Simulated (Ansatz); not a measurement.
Energy difference R1 → P1 + P2, each structure at its B3LYP-D3(BJ)/def2-TZVP stationary point, reached from a drawn start (curvature not checked).
R1: F2OTi (SMILES [O]=[Ti]([F])[F]), charge 0, multiplicity 1.
P1, FOTi (SMILES [O]=[Ti][F]) (charge 0, multiplicity 2):
```xyz
3

Ti     0.0674     0.0046    -0.5482
O      1.4896    -0.0060     0.2381
F     -1.5570     0.0014     0.3101
```
P2: F atom, charge 0, multiplicity 2.

P less R. No zero-point or thermal terms; singlets are restricted closed shells; open shells are unrestricted; no spin–orbit coupling. The spin states of the d-block species are the ones drawn and need not be the lowest.

Cores are frozen in the correlated methods. CBS: X⁻³ extrapolation of the correlation energy, Hartree–Fock from the larger set.

Run with Ansatz (a quantum-chemistry and plane-wave program). Each number belongs to the level named beside it.

PBE/def2-TZVPP gives 152.68 kcal/mol for the reaction energy.

Task: How do the other levels lie against it? Give each less PBE: r2SCAN/def2-TZVPP, PBE0/def2-TZVPP, wB97M-V/def2-TZVPP, B2PLYP/def2-TZVPP, MP2/CBS(def2-TZVPP, def2-QZVPP), CCSD(T)/CBS(def2-TZVPP, def2-QZVPP).

Result: r2SCAN/def2-TZVPP -4.52; PBE0/def2-TZVPP -10.83; wB97M-V/def2-TZVPP -9.28; B2PLYP/def2-TZVPP -4.08; MP2/CBS(def2-TZVPP, def2-QZVPP) 9.97; CCSD(T)/CBS(def2-TZVPP, def2-QZVPP) -4.37 kcal/mol. 1 of 6 lie above PBE; the widest gap is to PBE0/def2-TZVPP.
